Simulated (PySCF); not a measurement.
Work out the structure from these simulated measurements.

Elements present: B, C and H. Monoisotopic mass: 102.0812 u.

* Triplet: lowest triplet excitation (Tamm–Dancoff): 2.10 eV [TDA PBE0/def2-SVPD]
* UV, first state: lowest singlet excitation: 2.98 eV (417 nm, f = 0.000) [TDDFT PBE0/def2-SVPD]
* 13C NMR: chemical shifts (computed TMS as zero) by class: 165.2 (2 C), 163.2 (2 C), 159.0 (1 C), 153.5 (1 C) ppm [GIAO PBE0/pcSseg-1]
* 1H NMR: chemical shifts (computed TMS as zero) by class: 7.62 (2 H), 7.52 (2 H), 7.23 (1 H), 7.13 (1 H), 7.05 (1 H), 6.26 (1 H) ppm [GIAO PBE0/pcSseg-1]
* NMR, other nuclei: isotropic shieldings of nuclei other than C and H, by class: 40 (1 B), 54 (1 B) ppm [GIAO PBE0/pcSseg-1]
* UV, strongest line: among the 10 lowest singlet transitions: S5 at 4.26 eV (291 nm, f = 0.346) [TDDFT PBE0/def2-SVPD]
* Polarisability: 102.1 au [PBE0/def2-SVPD]
* Rotational structure: rotational constants A, B, C: 4.258, 1.477, 1.097 GHz [PBE0-D3(BJ)/def2-SVP]

Gas-phase values; electronic properties from PySCF, density fitting. Levels stand in brackets. Isolated species at its PBE0-D3(BJ)/def2-SVP geometry (one conformer only). Each NMR value is the plain mean over a class of atoms that symmetry, rotation or inversion makes alike.

Question: Which formula fits the mass and the elements?

Answer: C6H8B2 (calculated 102.0812). No other formula that holds each of these elements comes within 0.0003 u with a fitting electron parity and a possible valence count.

Question: What is the compound? Reason from the data.

Answer: Numbering: `[CH2:1]=[CH:2][B:3]1[CH:4]=[CH:5][BH:6][CH:7]=[CH:8]1`. 6 carbons fall into 4 classes; from least to most shielded: unsaturated ring CH carbon [C4/C8] (165.2 ppm, 2 C, up to 7.1 ppm apart in this geometry), unsaturated ring CH carbon [C5/C7] (163.2 ppm, 2 C, up to 2.4 ppm apart in this geometry), terminal =CH2 carbon [C1] (159.0 ppm), alkene CH carbon [C2] (153.5 ppm). Hydrogen classes from least to most shielded: 2 H on 2 unsaturated ring CH carbons, C5/C7 (7.62 ppm), 2 H on 2 unsaturated ring CH carbons, C4/C8 (7.52 ppm), 1 H on a terminal =CH2 carbon, C1 (7.23 ppm), 1 H on an alkene CH carbon, C2 (7.13 ppm), 1 H on a terminal =CH2 carbon, C1 (7.05 ppm), 1 H on a ring boron, B6 (6.26 ppm). The other shieldings belong to: 40 ppm, ring boron [B6]; 54 ppm, ring boron [B3]. S1 is mainly HOMO→LUMO (weight 0.98); the largest Löwdin shares of the orbital it empties are 0.22 on each of 2 atoms of one kind (unsaturated ring CH carbon) and 0.20 on each of 2 atoms of one kind (unsaturated ring CH carbon), of the orbital it fills 0.18 on a ring boron, 0.16 on a ring boron, 0.12 on an unsaturated ring CH carbon and 0.11 on an unsaturated ring CH carbon. By its constants the optimised geometry is an asymmetric top. Structure: `C(B1C=CBC=C1)=C`. Computed isomers that give other values at the same levels: `BC1=CBC=CC=C1` (13C chemical shifts (computed TMS as zero) by class: 189.7 (1 C), 166.9 (1 C), 164.1 (1 C), 158.4 (1 C), 156.0 (1 C), 142.1 (1 C) ppm). The assignments are read from this structure; whether some other isomer fits the data as well wasn't checked.

Shape of the structure used: `[CH2:1]=[CH:2][B:3]1[CH:4]=[CH:5][BH:6][CH:7]=[CH:8]1`: C1–C2–B3–C4 176°.
